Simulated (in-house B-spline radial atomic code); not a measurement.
**Response and correlation of Ne**

Closed shell [He] 2s2 2p6. Computed with an all-electron radial atomic-structure program (B-spline basis): Dirac-Hartree-Fock, relativistic RPA (time-dependent Dirac-Hartree-Fock) for the response and second-order many-body perturbation theory for correlation, no-pair Dirac-Coulomb Hamiltonian, finite nucleus.

Command:
```bash
python run_mb.py task.json out
```
Settings (nuclear radius in fm, box in bohr, cutoff in hartree):
```
basis_form          2
Z                   10
core_configuration  [He] 2s2 2p6
rms_radius          3.0055
mass_number         20
speed_of_light      137.036
box_radius          45.0
lmax                7
intervals           69
virtual_cutoff      2500.0
```

Time taken, with all properties: 1.5 s on 1 thread of Intel(R) Xeon(R) Platinum 8488C, on a shared host.

```json
{"multipole (bohr³, bohr⁵, bohr⁷)": "dipole", "uncoupled": "1.9769", "coupled RPA": "2.3798"}
{"multipole (bohr³, bohr⁵, bohr⁷)": "quadrupole", "uncoupled": "4.7572", "coupled RPA": "6.4246"}
{"multipole (bohr³, bohr⁵, bohr⁷)": "octupole", "uncoupled": "26.83", "coupled RPA": "?"}
```

**Question.** What is the coupled octupole polarisability?

**Answer.** 34.311 atomic units, +28 % against the uncoupled value.

**Question.** Which subshells carry the dipole polarisability?

**Answer.** 2p3/2 65.0 %, 2p1/2 32.0 %, 2s1/2 2.9 %.

**Question.** What does the dipole shielding factor come to?

**Answer.** The dipole shielding factor is 1.000, against the exact N/Z = 10/10 = 1.000 of the non-relativistic theorem.

Dipole polarisability at imaginary frequency:

```csv
u (Eh),α(iu) (bohr³)
0,2.38
0.02,2.379
0.05,2.375
0.1,2.359
0.15,2.334
0.2,2.3
0.3,2.211
0.4,2.103
0.5,1.985
0.7,1.745
1,1.424
1.5,1.029
2,0.7682
3,0.4691
5,0.224
10,0.07034
```

**Question.** What dispersion coefficients follow for two such atoms?

**Answer.** C6 = (3/π)∫α(iu)²du = 5.523 hartree·bohr⁶ and C8 = 73.74 hartree·bohr⁸. The literature value of C6 is 6.2 (Chu and Dalgarno (2004); Tang, Norbeck and Certain (1976)).

**Question.** How good is RPA here?

**Answer.** The recommended dipole polarisability is 2.6611 bohr³ (Schwerdtfeger and Nagle, table of static dipole polarizabilities (2023 update)); RPA is off by -11 %, the part due to correlation beyond RPA.

Lowest J = 1 odd-parity excitations:

```tsv
energy (eV)	oscillator strength	leading channel	weight
17.981	0.00471	2p1/2 → s1/2	0.502
18.331	0.162	2p3/2 → s1/2	0.504
21.175	0.0102	2p3/2 → s1/2	0.895
21.297	0.0186	2p1/2 → s1/2	0.894
```

Second-order correlation energy by the highest angular momentum of the excited pair (hartree): s -0.01937, p -0.173, d -0.1303, f -0.03788, g -0.01484, h -0.005767, i -0.002699, k -0.001423.

**Question.** What is the second-order correlation energy at the partial-wave limit?

**Answer.** The listed waves sum to -0.38523 hartree; extrapolating the increments as (l + 1/2)⁻⁴ gives -0.38814 hartree, -1.06 eV per electron.
